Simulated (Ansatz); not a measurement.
C$_{3}$H$_{9}$ClGe, charge +1, doublet, at a GFN2-xTB geometry (a state made from the parent by changing its charge; the spin is typed, not shown lowest); B3LYP/3-21G run with Ansatz (a first-principles code).

Input for Ansatz:
Ansatz 0.2 input:
```yaml
crystal:
  periodic: [false, false, false]
  atoms:
    - {symbol: C, position_ang: [-0.79832836, 1.63350543, -1.14258380]}
    - {symbol: Ge, position_ang: [-0.07027058, 0.02770126, -0.23231321]}
    - {symbol: C, position_ang: [1.63686824, -0.80349619, -1.04529117]}
    - {symbol: C, position_ang: [-1.24063450, -1.67354742, -0.27864399]}
    - {symbol: Cl, position_ang: [0.35549585, 0.40607379, 1.79514818]}
    - {symbol: H, position_ang: [-1.01299556, 1.42270273, -2.18754246]}
    - {symbol: H, position_ang: [-1.71450687, 1.95290625, -0.64724483]}
    - {symbol: H, position_ang: [-0.07725723, 2.44795046, -1.08345391]}
    - {symbol: H, position_ang: [1.96700529, -1.62399928, -0.41633254]}
    - {symbol: H, position_ang: [1.40104496, -1.13936210, -2.04979491]}
    - {symbol: H, position_ang: [2.36268877, 0.00504959, -1.05426793]}
    - {symbol: H, position_ang: [-1.35645007, -1.97312739, -1.31512114]}
    - {symbol: H, position_ang: [-2.18838683, -1.37102865, 0.15826585]}
    - {symbol: H, position_ang: [-0.76334571, -2.44955723, 0.31110930]}
basis:
  gaussian:
    orbitals: 3-21G.json
hamiltonian:
  xc: b3lyp
total_charge: 1
magnetization: {spin_polarized: true, initial_magnetization: 1}
```
The basis file holds 3-21G in the JSON format of the Basis Set Exchange.

Output, abridged:

```
Functional definition: B3LYP
900 factors; integrals over basis functions are off by at most 1.1e-3 eV
mean field evaluation 1: about -71928.8873 eV, gradient 5.4e1 eV
mean field evaluation 2: about -71920.6080 eV, gradient 6.2e1 eV
mean field evaluation 4: about -71942.2546 eV, gradient 7.9e0 eV
mean field evaluation 8: about -71942.6637 eV, gradient 3.4e-1 eV
mean field evaluation 16: about -71942.6648 eV, gradient 2.4e-5 eV
mean field evaluation 32: about -71942.5530 eV, gradient 3.8e0 eV
mean field -71942.66480398 eV, -2643.8441670565 hartree, gradient 2.5e-5 eV, S^2 0.756463; 4 other end points of the search recorded, 0 dependent functions left out
reference -71942.66506449 eV, -2643.8441766300 hartree; 38, 37 occupied and 43, 44 virtual orbitals, 900 factors
Total energy: -71942.66506449 eV, -2643.8441766300 hartree
```
